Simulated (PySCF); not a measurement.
C₃H₉FO₂Si₂.
Geometry (GFN2-xTB, Å), atoms numbered from 1 in this order:
```
atom  x, y, z in Å
O1     1.6389   -0.9861   -1.5299
C2     1.7755   -0.4686   -0.4475
O3     2.9652   -0.0110   -0.0312
Si4    0.3984   -0.1098    0.8443
Si5   -0.1221    2.1537    0.7907
C6    -1.0463   -1.2659    0.3392
C7    -1.6044   -0.9016   -1.0244
F8    -2.0436    0.4092   -1.0240
H9     3.6531   -0.1709   -0.7016
H10    0.9429   -0.6557    2.1000
H11   -0.0482    2.7240   -0.5556
H12   -1.4628    2.3966    1.3251
H13    0.8209    2.9024    1.6312
H14   -0.7204   -2.3049    0.2928
H15   -1.8476   -1.2113    1.0771
H16   -0.8355   -0.9743   -1.7983
H17   -2.4708   -1.5137   -1.2978
```

Method: TDDFT PBE0/def2-SVPD, vertical, gas phase, core orbitals frozen in the response (PySCF 2.14.0, density-fitted response routines).

Transition dipole moments from the ground state, in atomic units and in the frame of the coordinates above (overall signs are arbitrary), for the states with f of 0.002 or more among the lowest 7:

```csv
state,E (hartree),μx,μy,μz
S1,0.1841,-0.185,0.264,0.075
S2,0.2385,0.318,-0.289,-0.145
S3,0.2461,-0.134,-0.016,0.158
S4,0.2516,0.187,0.097,-0.034
S5,0.2588,-0.564,0.043,0.254
S6,0.2601,-0.630,0.287,0.521
S7,0.2669,0.379,-0.479,-0.177
```

Problem. What oscillator strength does each state have?

Solution. f = (2/3) ΔE |μ|² with ΔE in hartree (27.2114 eV).

```json
{"state": "S1", "|μ|² (au)": "0.110", "|μ| (D)": "0.84", "f": "0.013"}
{"state": "S2", "|μ|² (au)": "0.206", "|μ| (D)": "1.15", "f": "0.033"}
{"state": "S3", "|μ|² (au)": "0.043", "|μ| (D)": "0.53", "f": "0.007"}
{"state": "S4", "|μ|² (au)": "0.045", "|μ| (D)": "0.54", "f": "0.008"}
{"state": "S5", "|μ|² (au)": "0.384", "|μ| (D)": "1.57", "f": "0.066"}
{"state": "S6", "|μ|² (au)": "0.751", "|μ| (D)": "2.20", "f": "0.130"}
{"state": "S7", "|μ|² (au)": "0.404", "|μ| (D)": "1.62", "f": "0.072"}
```

Problem. Which bond between heavy atoms lies closest to the direction of the S6 transition dipole?

Solution. C2–Si4, at 9° from it; next O1–C2 at 53°.

Problem. What angle do the transition dipoles of S6 and S7 make?

Solution. |cos θ| = |μa·μb| / (|μa| |μb|) = 0.85, so θ ≈ 32° (taken between 0 and 90°, since the signs are arbitrary).

Problem. How is the summed strength of these states shared among x, y and z?

Solution. (2/3) Σ ΔE μα² gives 0.178 for x, 0.079 for y and 0.072 for z, 0.329 in all.

Problem. What peak molar absorption coefficient would the strongest computed level give as a lone Gaussian band 0.3 eV wide at half height?

Solution. ε(max) = 2.175×10⁸ f / FWHM, with the width in cm⁻¹. S6: 2.175×10⁸ × 0.1302 / 2420 ≈ 12000 L mol⁻¹ cm⁻¹.

One conformer stands for the species.
